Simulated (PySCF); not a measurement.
Species: tropone, C₇H₆O.
Numbering: `[O:1]=[c:2]1[cH:3][cH:4][cH:5][cH:6][cH:7][cH:8]1` (hydrogens: H9 on C3; H10 on C4; H11 on C5; H12 on C6; H13 on C7; H14 on C8)

The same species was optimised twice, with GFN2-xTB and with PBE0-D3(BJ)/def2-SVP (PySCF), and the same property calculations (PySCF, gas phase) were run on both structures.

| coordinate | GFN2-xTB | PBE0-D3(BJ)/def2-SVP | change |
| --- | --- | --- | --- |
| C4–C5 (Å) | 1.421 | 1.432 | +0.011 |
| C6–C7 (Å) | 1.421 | 1.432 | +0.011 |
| C2–C8 (Å) | 1.461 | 1.470 | +0.009 |
| C2–C3 (Å) | 1.461 | 1.470 | +0.009 |
| C7–C8 (Å) | 1.351 | 1.359 | +0.008 |
| C3–C4 (Å) | 1.351 | 1.359 | +0.008 |
| C5–C6 (Å) | 1.357 | 1.363 | +0.006 |
| O1=C2 (Å) | 1.226 | 1.223 | -0.003 |
| C6–C7–C8 (°) | 129.6 | 130.1 | +0.5 |
| C3–C4–C5 (°) | 129.6 | 130.1 | +0.5 |
| C4–C5–C6 (°) | 128.2 | 128.0 | -0.2 |
| C5–C6–C7 (°) | 128.2 | 128.0 | -0.2 |
| C2–C8–C7 (°) | 131.4 | 131.2 | -0.2 |
| C2–C3–C4 (°) | 131.4 | 131.3 | -0.1 |
| C3–C2–C8 (°) | 121.5 | 121.4 | -0.1 |
| O1–C2–C8 (°) | 119.3 | 119.4 | +0.1 |

Rotational constants: A = 3778, B = 2046, C = 1327 MHz (GFN2-xTB) against A = 3743, B = 2020, C = 1312 MHz (PBE0-D3(BJ)/def2-SVP).

On the GFN2-xTB structure: lowest singlet, TDDFT (eV) 3.31 [B3LYP/def2-SVPD]; lowest triplet, Tamm–Dancoff (eV) 2.40 [B3LYP/def2-SVPD]; isotropic polarisability (au) 87.8 [B3LYP/def2-SVPD]; HOMO (eV) -6.81 [B3LYP/def2-SVPD]; LUMO (eV) -2.63 [B3LYP/def2-SVPD]; dipole (D) 4.76 [B3LYP/def2-SVPD]; HOMO (eV) -6.97 [PBE0/pcSseg-1]; LUMO (eV) -2.43 [PBE0/pcSseg-1]; dipole (D) 4.54 [PBE0/pcSseg-1]; GIAO shielding of O1 (ppm) -277.3 [PBE0/pcSseg-1]; GIAO shielding of C2 (ppm) -1.7 [PBE0/pcSseg-1]; GIAO shielding of C3/C8 (mean) (ppm) 32.3 [PBE0/pcSseg-1]; GIAO shielding of C4/C7 (mean) (ppm) 47.0 [PBE0/pcSseg-1]; GIAO shielding of C5/C6 (mean) (ppm) 45.1 [PBE0/pcSseg-1].

What do these properties become on the PBE0-D3(BJ)/def2-SVP structure?

```json
{"property": "lowest singlet, TDDFT (eV)", "level": "B3LYP/def2-SVPD", "on GFN2-xTB": "3.31", "on PBE0-D3(BJ)/def2-SVP": "3.32", "change": "+0.01"}
{"property": "lowest triplet, Tamm–Dancoff (eV)", "level": "B3LYP/def2-SVPD", "on GFN2-xTB": "2.40", "on PBE0-D3(BJ)/def2-SVP": "2.39", "change": "-0.01"}
{"property": "isotropic polarisability (au)", "level": "B3LYP/def2-SVPD", "on GFN2-xTB": "87.8", "on PBE0-D3(BJ)/def2-SVP": "89.0", "change": "+1.2"}
{"property": "HOMO (eV)", "level": "B3LYP/def2-SVPD", "on GFN2-xTB": "-6.81", "on PBE0-D3(BJ)/def2-SVP": "-6.82", "change": "-0.01"}
{"property": "LUMO (eV)", "level": "B3LYP/def2-SVPD", "on GFN2-xTB": "-2.63", "on PBE0-D3(BJ)/def2-SVP": "-2.64", "change": "-0.01"}
{"property": "dipole (D)", "level": "B3LYP/def2-SVPD", "on GFN2-xTB": "4.76", "on PBE0-D3(BJ)/def2-SVP": "4.71", "change": "-0.05"}
{"property": "energy, GFN2-xTB geometry as zero (kcal/mol)", "level": "B3LYP/def2-SVPD", "on GFN2-xTB": "0.0", "on PBE0-D3(BJ)/def2-SVP": "-0.8", "change": "-0.8"}
{"property": "HOMO (eV)", "level": "PBE0/pcSseg-1", "on GFN2-xTB": "-6.97", "on PBE0-D3(BJ)/def2-SVP": "-6.98", "change": "-0.01"}
{"property": "LUMO (eV)", "level": "PBE0/pcSseg-1", "on GFN2-xTB": "-2.43", "on PBE0-D3(BJ)/def2-SVP": "-2.44", "change": "-0.01"}
{"property": "dipole (D)", "level": "PBE0/pcSseg-1", "on GFN2-xTB": "4.54", "on PBE0-D3(BJ)/def2-SVP": "4.49", "change": "-0.05"}
{"property": "energy, GFN2-xTB geometry as zero (kcal/mol)", "level": "PBE0/pcSseg-1", "on GFN2-xTB": "0.0", "on PBE0-D3(BJ)/def2-SVP": "-0.1", "change": "-0.1"}
{"property": "GIAO shielding of O1 (ppm)", "level": "PBE0/pcSseg-1", "on GFN2-xTB": "-277.3", "on PBE0-D3(BJ)/def2-SVP": "-274.5", "change": "+2.8"}
{"property": "GIAO shielding of C2 (ppm)", "level": "PBE0/pcSseg-1", "on GFN2-xTB": "-1.7", "on PBE0-D3(BJ)/def2-SVP": "-1.7", "change": "0.0"}
{"property": "GIAO shielding of C3/C8 (mean) (ppm)", "level": "PBE0/pcSseg-1", "on GFN2-xTB": "32.3", "on PBE0-D3(BJ)/def2-SVP": "30.3", "change": "-2.0"}
{"property": "GIAO shielding of C4/C7 (mean) (ppm)", "level": "PBE0/pcSseg-1", "on GFN2-xTB": "47.0", "on PBE0-D3(BJ)/def2-SVP": "45.1", "change": "-1.9"}
{"property": "GIAO shielding of C5/C6 (mean) (ppm)", "level": "PBE0/pcSseg-1", "on GFN2-xTB": "45.1", "on PBE0-D3(BJ)/def2-SVP": "43.1", "change": "-2.0"}
```

The heavy atoms differ by 0.016 Å rms after alignment. Among bonds between heavy atoms C4–C5 and C6–C7 change most and about equally (+0.011 Å). Changes are differences of the printed values. Neither structure is proved a minimum here.
